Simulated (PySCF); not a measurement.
**Predicted spectroscopic data**

Method: geometry: GFN2-xTB, GIAO PBE0/pcSseg-1 shieldings, in PySCF 2.14.0 with density-fitted response routines (gas phase, one computed conformer, one averaged value for each set of equivalent atoms, non-relativistic).

Chemical shifts δ = σref − σ; ¹H and ¹³C vs TMS, all at this level. Where no couplings were computed, multiplicities follow the n + 1 count of equivalent neighbours, and m marks all less simple cases (inequivalent or close neighbours, rings, F or P nearby). Shifts are as computed. Against solution values, carbons near 30 ppm lie about +3 ppm off and those near 130 ppm about +5 ppm. Of 1309 compounds with measured shifts, 239 miss one by over three times the rms of a fit or turn the order of signals round; such compounds aren't used in these exercises. OH and NH positions are gas-phase values without hydrogen bonding to other molecules.

Compound 1 (C$_{5}$H$_{9}$N$_{3}$Si). ¹H NMR (400 MHz, computed): δ 9.01 (d, 2H), 7.25 (t, 1H), 5.27 (s, 2H), 2.98 (s, 3H), 1.29 (br s, 1H). ¹³C{¹H} NMR (computed): δ 182.7 (C), 161.1 (CH), 125.5 (CH), 31.3 (CH3). Structure: SMILES CN[SiH2]c1ncccn1.

Compound 2 (C$_{6}$H$_{14}$Si). ¹H NMR (400 MHz, computed): δ 4.42 (m, 1H), 3.93 (m, 1H), 2.70 (m, 1H), 2.23 (m, 1H), 2.09 (m, 1H), 1.95 (m, 1H), 1.71 (m, 1H), 1.49 (m, 1H), 1.14 (d, 3H), 0.14 (m, 3H). ¹³C{¹H} NMR (computed): δ 33.0 (CH), 29.0 (CH2), 24.3 (CH), 22.9 (CH3), 20.5 (CH2), -5.6 (CH3). Structure: `C[SiH2][C@@H]1CC[C@@H]1C`.

Compound 3 (C$_{6}$H$_{14}$O$_{2}$Si). ¹H NMR (400 MHz, computed): δ 4.69 (m, 1H), 4.55 (m, 1H), 3.92 (m, 1H), 3.60 (m, 1H), 3.31 (m, 1H), 3.30 (s, 3H), 2.51 (m, 1H), 1.33 (m, 1H), 1.12 (d, 3H), -0.75 (br s, 1H). ¹³C{¹H} NMR (computed): δ 77.4 (CH), 74.9 (CH), 59.9 (CH3), 36.3 (CH2), 32.9 (CH), 26.6 (CH3). Structure: SMILES CO[C@@H]1C[C@@H]([C@@H](C)O)[SiH2]1.
